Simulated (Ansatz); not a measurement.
Born–Oppenheimer molecular dynamics of CH₃AlCl₂ (7 atoms, charge 0, multiplicity 1). It starts from a relaxed structure.

The calculation used UKS PBE0/STO-3G in Ansatz.

| Property | Result |
| --- | --- |
| ensemble | NVT, Nosé–Hoover chain |
| time step | 1 fs |
| steps asked | 250 |
| set temperature | 1000 K |
| thermostat | time constant 100 fs, chain length 3 (defaults) |
| temperature schedule | 62 steps to 1000 K, then 188 steps to 3000 K |
| seed | 24401 |

First frame:

```xyz
7
Properties=species:S:1:pos:R:3
Al -0.650 0.884 -0.093
C 0.743 -0.447 0.032
Cl 1.395 -1.107 1.591
Cl -0.782 -1.482 -0.568
H -0.709 1.590 -1.407
H -1.440 1.149 1.143
H 1.505 -0.655 -0.744
```

Problem. How far do the bonds stretch over the last three quarters of this one trajectory? (Pairs bonded in most of those frames.)

Solution. 
```
   bond  mean (Å)  spread (Å)  shortest  longest
 Al1–C2     1.943       0.081      1.78     2.11
Al1–Cl4     2.449       0.078      2.29     2.55
 Al1–H5     1.498       0.037      1.43     1.56
 Al1–H6     1.497       0.044      1.41     1.60
 C2–Cl3     1.832       0.062      1.71     1.95
 C2–Cl4     1.947       0.034      1.88     2.02
  C2–H7     1.135       0.086      0.98     1.27
```

Mean temperature of the second half: 968 K. The conserved energy wandered by up to 7.7 meV per atom (net 4.4 meV per atom), which is poor conservation. The schedule's set-point averaged 2335 K over the second half and the system 968 K, so it lags behind the ramp. A run of 0.25 ps of so small a system gives no equilibrium averages. Limits of this set-up: minimal basis.

Time of the run: 9.7 min on 1 thread of Arm Neoverse V1, on a shared host, peak memory 0.13 GiB.
